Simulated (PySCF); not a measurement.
Si(Cl)(H)(SiH3)2, SMILES [SiH](Cl)([SiH3])[SiH3] (H₇ClSi₃) at its CAM-B3LYP/def2-SVP optimised geometry (Å):

```
11

Si     1.1707    -0.0035     0.0000
Si    -1.1738    -0.0035     0.0000
Si     2.1172     1.1640    -1.7994
Cl     1.7937     0.9476     1.7568
H      1.6847    -1.4011     0.0333
H     -1.6767    -0.6946    -1.2213
H     -1.6847    -0.7059     1.2083
H     -1.6664     1.4011     0.0000
H      3.6006     1.1681    -1.6822
H      1.7260     0.5135    -3.0823
H      1.6174     2.5661    -1.7944
```

Method: CAM-B3LYP/def2-TZVP (PySCF).

Map of the electron localisation function on the plane z = 1.0 Å:

```
|                           |
|                           |
|                           |
|                           |
|      .::.       .:::.     |
|     -*%#+.    .:-===-:.   |
|    -#@@@%-    :=+***+=:.  |
|   .=%@@@%=    :+*####*=:  |
|   .=#@@@%=    -*#%%%##+-  |
|    :+#%%*-.   -*#%%%%#+-. |
|    .:-=+=:.. .-*%%#%%#+-. |
|     .:--:..::.-*%%%%#*+-. |
|    .:=++=::==:-*%%%#*+-:  |
|   .=#%@@%+==+=-=*#*+=-..  |
|   =%@@@@@%+=+=::---:..    |
|  .*@@@@@@@+---:.::..      |
|  .*@@@@@@@+::..:-=-:      |
|  .+@@@@@@%-.  .-*##+:     |
|   -#@@@@@#:   .=%@@%+:    |
|    -#@@@#-    .+%@@@#-    |
|     :+*+-.     =%@@@#-    |
|       .        :*%%#=.    |
|                 .:-.      |
|                           |
|                           |
|                           |
|                           |
```
Scale: ten equal steps from 0.000 (start of ' ') to 1.000 (end of '@'), in the order ' .:-=+*#%@'; x runs from -4.00 to 4.00, y from -4.00 (bottom) to 4.00 (top).
